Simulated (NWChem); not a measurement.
System: SiH3Cl; SMILES [SiH3]Cl

Here is an NWChem input.

```
start job
memory heap 200 mb stack 900 mb global 1100 mb
geometry units angstroms noautoz
  Si     0.000000     0.000000    -0.959954
  Cl     0.000000     0.000000     1.107816
  H     -0.787225    -1.168593    -1.442037
  H      1.405643    -0.097461    -1.442037
  H     -0.618418     1.266053    -1.442037
end
basis spherical
  Si library def2-svp
  Cl library def2-svp
  H library def2-svp
end
dft
  xc xctpssh
  iterations 150
  mulliken
end
task dft energy
```

Parts of the log:

```
             Northwest Computational Chemistry Package (NWChem) 7.3.0
             --------------------------------------------------------

 C3V symmetry detected

                             Geometry "geometry" -> ""
                             -------------------------

 Output coordinates in angstroms (scale by  1.889725989 to convert to a.u.)

  No.       Tag          Charge          X              Y              Z
 ---- ---------------- ---------- -------------- -------------- --------------
    1 Si                  14.0000    -0.00000000    -0.00000000    -0.99134826
    2 Cl                  17.0000    -0.00000000     0.00000000     1.07642174
    3 H                    1.0000     0.99632614     0.99632614    -1.47343126
    4 H                    1.0000    -1.36100682     0.36468068    -1.47343126
    5 H                    1.0000     0.36468068    -1.36100682    -1.47343126

 Effective nuclear repulsion energy (a.u.)      85.7469330851

      Symmetry information
      --------------------

 Group name             C3v
 Group number             17
 Group order               6
 No. of unique centers     3

                                 NWChem DFT Module
                                 -----------------

 Summary of "ao basis" -> "ao basis" (spherical)
 ------------------------------------------------------------------------------
       Tag                 Description            Shells   Functions and Types
 ---------------- ------------------------------  ------  ---------------------
 Si                         def2-svp                 8       18   4s3p1d
 Cl                         def2-svp                 8       18   4s3p1d
 H                          def2-svp                 3        5   2s1p

      Symmetry analysis of basis
      --------------------------

        a1         20
        a2          1
        e          30

  Rotation of axis

            General Information
            -------------------
          SCF calculation type: DFT
          Wavefunction type:  closed shell.
          No. of atoms     :     5
          No. of electrons :    34
           Alpha electrons :    17
            Beta electrons :    17
          Charge           :     0
          Spin multiplicity:     1
          Use of symmetry is: on ; symmetry adaption is: on
          Maximum number of iterations: 150
          AO basis - number of functions:    51
                     number of shells:    25
          Convergence on energy requested:  1.00D-06
          Convergence on density requested:  1.00D-05
          Convergence on gradient requested:  5.00D-04

              XC Information
              --------------
                  TPSS hybrid Method XC Functional
                     Hartree-Fock (Exact) Exchange  0.100
                  TPSS metaGGA Exchange Functional  0.900
             TPSS03 metaGGA Correlation Functional  1.000

             Grid Information
             ----------------
          Grid used for XC integration:  medium
          Radial quadrature: Mura-Knowles
          Angular quadrature: Lebedev.
          Tag              B.-S. Rad. Rad. Pts. Rad. Cut. Ang. Pts.
          ---              ---------- --------- --------- ---------
          Si                  1.10       88           7.0       590
          Cl                  1.00       88           9.0       590
          H                   0.35       45           8.0       434
          Grid pruning is: on
          Number of quadrature shells:   221
          Spatial weights used:  Erf1

      Superposition of Atomic Density Guess
      -------------------------------------

 Sum of atomic energies:        -749.55990056

      Non-variational initial energy
      ------------------------------

 Total energy =    -749.967807
 1-e energy   =   -1207.544634
 2-e energy   =     371.829894
 HOMO         =      -0.385882
 LUMO         =       0.065454

      Symmetry analysis of molecular orbitals - initial
      -------------------------------------------------

  Numbering of irreducible representations:

     1 a1          2 a2          3 e

  Orbital symmetries:

     1 a1          2 a1          3 a1          4 a1          5 e
     6 e           7 a1          8 e           9 e          10 a1
    11 a1         12 a1         13 a1         14 e          15 e
    16 e          17 e          18 a1         19 e          20 e
    21 a1         22 a1         23 e          24 e          25 a1
    26 e          27 e

     ---------------------------------------------
      Total Density - Mulliken Population Analysis
     ---------------------------------------------

    Atom       Charge   Shell Charges
 -----------   ------   -------------------------------------------------------
    1 Si  14    13.32   2.00  1.99  0.98  0.25  5.94  1.03  0.99  0.15
    2 Cl  17    17.42   2.00  1.99  1.22  0.72  5.94  2.16  3.37  0.01
    3 H    1     1.09   0.70  0.37  0.01
    4 H    1     1.09   0.70  0.37  0.01
    5 H    1     1.09   0.70  0.37  0.01

   convergence    iter        energy       DeltaE   RMS-Dens  Diis-err
 ---------------- ----- ----------------- --------- --------- ---------
 d= 0,ls=0.0,diis     1   -751.3059580327 -8.37D+02  1.40D-02  2.00D-01
 d= 0,ls=0.0,diis     2   -751.3110324189 -5.07D-03  8.71D-03  1.33D-01
 d= 0,ls=0.0,diis     3   -751.3319245130 -2.09D-02  2.02D-03  1.10D-02
 d= 0,ls=0.0,diis     4   -751.3335288722 -1.60D-03  3.07D-04  1.93D-04
 d= 0,ls=0.0,diis     5   -751.3335543182 -2.54D-05  5.78D-05  6.71D-06
  Resetting Diis
 d= 0,ls=0.0,diis     6   -751.3335553392 -1.02D-06  7.65D-06  2.02D-07
 d= 0,ls=0.0,diis     7   -751.3335553749 -3.57D-08  2.08D-06  3.37D-09

         Total DFT energy =     -751.333555374913
      One electron energy =    -1208.671881865829
           Coulomb energy =      421.923698868375
    Exchange-Corr. energy =      -50.332305462558
 Nuclear repulsion energy =       85.746933085099

 Numeric. integr. density =       33.999992177910

                  Occupations of the irreducible representations
                  ----------------------------------------------

                     irrep           alpha         beta
                     --------     --------     --------
                     a1                9.0          9.0
                     a2                0.0          0.0
                     e                 8.0          8.0

                       DFT Final Molecular Orbital Analysis
                       ------------------------------------

 Vector   15  Occ=2.000000D+00  E=-3.721635D-01  Symmetry=e
              MO Center= -3.2D-01,  1.1D-01, -7.9D-01, r^2= 2.7D+00
   Bfn.  Coefficient  Atom+Function         Bfn.  Coefficient  Atom+Function
  ----- ------------  ---------------      ----- ------------  ---------------
    42      0.321432  4 H  s                  8     -0.282374  1 Si px
    29     -0.248271  2 Cl px                11     -0.219647  1 Si px
    26     -0.198593  2 Cl px                37     -0.171658  3 H  s
     5      0.159391  1 Si px                47     -0.149774  5 H  s
    43      0.137404  4 H  s                 23     -0.116506  2 Cl px

 Vector   16  Occ=2.000000D+00  E=-3.021356D-01  Symmetry=e
              MO Center=  1.2D-01,  7.5D-02,  4.5D-01, r^2= 2.6D+00
   Bfn.  Coefficient  Atom+Function         Bfn.  Coefficient  Atom+Function
  ----- ------------  ---------------      ----- ------------  ---------------
    30      0.452721  2 Cl py                29      0.367650  2 Cl px
    27      0.328026  2 Cl py                26      0.266387  2 Cl px
    37     -0.212765  3 H  s                 24      0.191540  2 Cl py
    38     -0.174300  3 H  s                 23      0.155547  2 Cl px
    47      0.125490  5 H  s                 48      0.102803  5 H  s

 Vector   17  Occ=2.000000D+00  E=-3.021356D-01  Symmetry=e
              MO Center= -1.2D-01, -7.5D-02,  4.5D-01, r^2= 2.6D+00
   Bfn.  Coefficient  Atom+Function         Bfn.  Coefficient  Atom+Function
  ----- ------------  ---------------      ----- ------------  ---------------
    29      0.452721  2 Cl px                30     -0.367650  2 Cl py
    26      0.328026  2 Cl px                27     -0.266387  2 Cl py
    42      0.195291  4 H  s                 23      0.191540  2 Cl px
    47     -0.173228  5 H  s                 43      0.159985  4 H  s
    24     -0.155547  2 Cl py                48     -0.141911  5 H  s

 Vector   18  Occ=0.000000D+00  E=-3.448702D-03  Symmetry=a1
              MO Center=  4.2D-17,  3.8D-15, -9.2D-01, r^2= 3.3D+00
   Bfn.  Coefficient  Atom+Function         Bfn.  Coefficient  Atom+Function
  ----- ------------  ---------------      ----- ------------  ---------------
    13      1.104755  1 Si pz                31      0.580554  2 Cl pz
    22     -0.569926  2 Cl s                 10      0.296442  1 Si pz
     3      0.288261  1 Si s                 28      0.213325  2 Cl pz
    21     -0.189762  2 Cl s                  7     -0.160268  1 Si pz
    38      0.144725  3 H  s                 43      0.144725  4 H  s

 Vector   19  Occ=0.000000D+00  E= 4.530818D-02  Symmetry=e
              MO Center=  8.3D-02, -6.2D-02, -9.2D-01, r^2= 3.7D+00
   Bfn.  Coefficient  Atom+Function         Bfn.  Coefficient  Atom+Function
  ----- ------------  ---------------      ----- ------------  ---------------
    11      1.473393  1 Si px                43      1.205441  4 H  s
    38     -0.806722  3 H  s                 48     -0.398719  5 H  s
    29     -0.301321  2 Cl px                 8      0.254542  1 Si px
    42      0.176999  4 H  s                  5     -0.140323  1 Si px
    18      0.127241  1 Si d  2              37     -0.118454  3 H  s

 Vector   20  Occ=0.000000D+00  E= 4.530818D-02  Symmetry=e
              MO Center= -8.3D-02,  6.2D-02, -9.2D-01, r^2= 3.7D+00
   Bfn.  Coefficient  Atom+Function         Bfn.  Coefficient  Atom+Function
  ----- ------------  ---------------      ----- ------------  ---------------
    12      1.473393  1 Si py                48      1.161723  5 H  s
    38     -0.926162  3 H  s                 30     -0.301321  2 Cl py
     9      0.254542  1 Si py                43     -0.235561  4 H  s
    47      0.170579  5 H  s                  6     -0.140323  1 Si py
    37     -0.135991  3 H  s                 14     -0.127241  1 Si d -2

     ---------------------------------------------
      Total Density - Mulliken Population Analysis
     ---------------------------------------------

    Atom       Charge   Shell Charges
 -----------   ------   -------------------------------------------------------
    1 Si  14    13.51   2.00  1.98  1.05  0.15  5.93  1.27  0.90  0.22
    2 Cl  17    17.28   2.00  1.99  1.25  0.72  5.93  2.15  3.22  0.02
    3 H    1     1.07   0.75  0.31  0.01
    4 H    1     1.07   0.75  0.31  0.01
    5 H    1     1.07   0.75  0.31  0.01

     -------------------------------------------
      Total Density - Lowdin Population Analysis
     -------------------------------------------

    Atom       Charge   Shell Charges
 -----------   ------   -------------------------------------------------------
    1 Si  14    13.63   2.00  1.93  0.69  0.36  5.82  1.27  1.21  0.35
    2 Cl  17    17.08   2.00  1.96  1.05  0.80  5.82  2.26  3.17  0.02
    3 H    1     1.09   0.65  0.42  0.02
    4 H    1     1.09   0.65  0.42  0.02
    5 H    1     1.09   0.65  0.42  0.02

     Multipole analysis of the density
     ---------------------------------

     L   x y z        total         alpha         beta         nuclear
     -   - - -        -----         -----         ----         -------
     0   0 0 0     -0.000000    -17.000000    -17.000000     34.000000

     1   1 0 0     -0.000000     -0.000000     -0.000000      0.000000
     1   0 1 0     -0.000000     -0.000000     -0.000000     -0.000000
     1   0 0 1     -0.536241     -0.268120     -0.268120      0.000000

     2   2 0 0    -20.599409    -15.617015    -15.617015     10.634620
     2   1 1 0      0.000000      0.000000      0.000000      0.000000
     2   1 0 1     -0.000000     -0.000000     -0.000000     -0.000000
     2   0 2 0    -20.599409    -15.617015    -15.617015     10.634620
     2   0 1 1     -0.000000     -0.000000     -0.000000      0.000000
     2   0 0 2    -20.044631    -81.389004    -81.389004    142.733377
```

Level: TPSSh/def2-SVP. Structure relaxed at the PBE0/def2-SVP level.
